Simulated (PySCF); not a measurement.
Cl3Sc, triplet, geometry from GFN2-xTB (such geometries of metal compounds can be far from the true shape) (the multiplicity is a formal guess); WB97M-V/3-21G (PySCF).

The PySCF input:
```python
from pyscf import gto, scf, dft

mol = gto.M(
    atom='''
Sc   -0.30552139   -0.02338124    0.21340739
Cl    1.77321599   -0.12643045   -0.81540043
Cl   -0.59284853   -1.15055849    2.19835470
Cl   -0.80295868    1.30587166   -1.64657517
''',
    basis='3-21g',
    spin=2,
    verbose=4,
)

mf = dft.UKS(mol)
mf.xc = 'wb97m_v'
mf.kernel()
```

Output, abridged:

```
PySCF version 2.14.0

[INPUT] verbose = 4
[INPUT] num. atoms = 4
[INPUT] num. electrons = 72
[INPUT] charge = 0
[INPUT] spin (= nelec alpha-beta = 2S) = 2
[INPUT] symmetry False subgroup None
[INPUT] Mole.unit = angstrom
[INPUT] Symbol           X                Y                Z      unit          X                Y                Z       unit  Magmom
[INPUT]  1 Sc    -0.305521390000  -0.023381240000   0.213407390000 AA   -0.577351752296  -0.044184140053   0.403281520058 Bohr   0.0
[INPUT]  2 Cl     1.773215990000  -0.126430450000  -0.815400430000 AA    3.350892580799  -0.238918924306  -1.540883494553 Bohr   0.0
[INPUT]  3 Cl    -0.592848530000  -1.150558490000   2.198354700000 AA   -1.120321355051  -2.174240436393   4.154288307650 Bohr   0.0
[INPUT]  4 Cl    -0.802958680000   1.305871660000  -1.646575170000 AA   -1.517371994542   2.467739791231  -3.111576114809 Bohr   0.0

nuclear repulsion = 366.209620745824
number of shells = 32
number of NR pGTOs = 135
number of NR cGTOs = 66
basis = 3-21g
ecp = {}

******** <class 'pyscf.dft.uks.UKS'> ********
method = UKS
initial guess = minao
damping factor = 0
level_shift factor = 0
DIIS = <class 'pyscf.scf.diis.CDIIS'>
diis_start_cycle = 1
diis_space = 8
diis_damp = 0
SCF conv_tol = 1e-09
SCF conv_tol_grad = None
SCF max_cycles = 50
direct_scf = True
direct_scf_tol = 1e-13
number electrons alpha = 37  beta = 35
XC library pyscf.dft.libxc version 7.1.2
    S. Lehtola, C. Steigemann, M. J. T. Oliveira, and M. A. L. Marques,  SoftwareX 7, 1–5 (2018)
XC functionals = wb97m_v
    N. Mardirossian and M. Head-Gordon,  J. Chem. Phys. 144, 214110 (2016)
radial grids:
    Treutler-Ahlrichs [JCP 102, 346 (1995); DOI:10.1063/1.469408] (M4) radial grids

becke partition: Becke, JCP 88, 2547 (1988); DOI:10.1063/1.454033
pruning grids: <function nwchem_prune>
grids dens level: 3
symmetrized grids: False
atomic radii adjust function: <function treutler_atomic_radii_adjust>
** Following is NLC and NLC Grids **
NLC functional = wb97m_v
radial grids:
    Treutler-Ahlrichs [JCP 102, 346 (1995); DOI:10.1063/1.469408] (M4) radial grids

becke partition: Becke, JCP 88, 2547 (1988); DOI:10.1063/1.454033
pruning grids: <function nwchem_prune>
grids dens level: 3
symmetrized grids: False
atomic radii adjust function: <function treutler_atomic_radii_adjust>
small_rho_cutoff = 0
Set gradient conv threshold to 3.16228e-05
tot grids = 77280
tot grids = 77280
init E= -2129.77290588151

cycle= 1 E= -2130.86733148988  delta_E= -1.09  |g|= 0.289  |ddm|= 1.74

cycle= 2 E= -2130.91952364513  delta_E= -0.0522  |g|= 0.13  |ddm|= 0.647
cycle= 3 E= -2130.93293027866  delta_E= -0.0134  |g|= 0.0275  |ddm|= 0.26
cycle= 4 E= -2130.9337802167  delta_E= -0.00085  |g|= 0.00901  |ddm|= 0.0579
cycle= 5 E= -2130.93402785784  delta_E= -0.000248  |g|= 0.0053  |ddm|= 0.0353
cycle= 6 E= -2130.93412085851  delta_E= -9.3e-05  |g|= 0.00359  |ddm|= 0.0171
cycle= 7 E= -2130.93422114504  delta_E= -0.0001  |g|= 0.00272  |ddm|= 0.0229
cycle= 8 E= -2130.93433011847  delta_E= -0.000109  |g|= 0.00185  |ddm|= 0.0349
cycle= 9 E= -2130.9343931844  delta_E= -6.31e-05  |g|= 0.00135  |ddm|= 0.0313
cycle= 10 E= -2130.93441986058  delta_E= -2.67e-05  |g|= 0.000844  |ddm|= 0.02
cycle= 11 E= -2130.93443539694  delta_E= -1.55e-05  |g|= 0.000443  |ddm|= 0.0213
cycle= 12 E= -2130.93443742941  delta_E= -2.03e-06  |g|= 0.000274  |ddm|= 0.00555
cycle= 13 E= -2130.93443815704  delta_E= -7.28e-07  |g|= 0.000204  |ddm|= 0.0029
cycle= 14 E= -2130.93443865756  delta_E= -5.01e-07  |g|= 0.000137  |ddm|= 0.00233
cycle= 15 E= -2130.93443891471  delta_E= -2.57e-07  |g|= 7.64e-05  |ddm|= 0.0021
cycle= 16 E= -2130.93443896589  delta_E= -5.12e-08  |g|= 4.3e-05  |ddm|= 0.000952
cycle= 17 E= -2130.93443897444  delta_E= -8.54e-09  |g|= 1.77e-05  |ddm|= 0.000469
cycle= 18 E= -2130.93443897653  delta_E= -2.09e-09  |g|= 9.67e-06  |ddm|= 0.000164
cycle= 19 E= -2130.93443897693  delta_E= -4.06e-10  |g|= 7.08e-06  |ddm|= 5.32e-05
Extra cycle  E= -2130.93443897719  delta_E= -2.56e-10  |g|= 5.68e-06  |ddm|= 2.83e-05
converged SCF energy = -2130.93443897719  <S^2> = 2.0047198  2S+1 = 3.0031449
```
